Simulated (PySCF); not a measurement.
# Working out the excitation energy of Ag⁺

Ag⁺ [Kr] 4d10 (1S) → Ag⁺ [Kr] 4d9 5p1 (high-spin determinant). Computed with PySCF 2.14 in def2-TZVPPD with the def2 core potential (28 electrons), with scalar relativity through the core potential. Frozen: nothing. Energies in hartree (1 hartree = 27.21139 eV):

```tsv
part	Ag⁺ (lower)	Ag⁺ (upper)
UHF	-145.883287	-145.541975
MP2 opposite-spin	-0.412271	-0.380174
MP2 same-spin	-0.201931	-0.185498
```

What does Hartree-Fock give?

(-145.541975) − (-145.883287) = 0.341312 hartree = 9.288 eV.

What do MP2 and SCS-MP2 (6/5 opposite-spin, 1/3 same-spin) give?

The opposite-spin parts differ by 0.873 eV and the same-spin parts by 0.447 eV. MP2: 9.288 + (0.873) + (0.447) = 10.608 eV. SCS-MP2: 9.288 + 1.2 × (0.873) + (0.447)/3 = 10.485 eV.

One determinant mixes LS terms, so it does not stand for a single term.
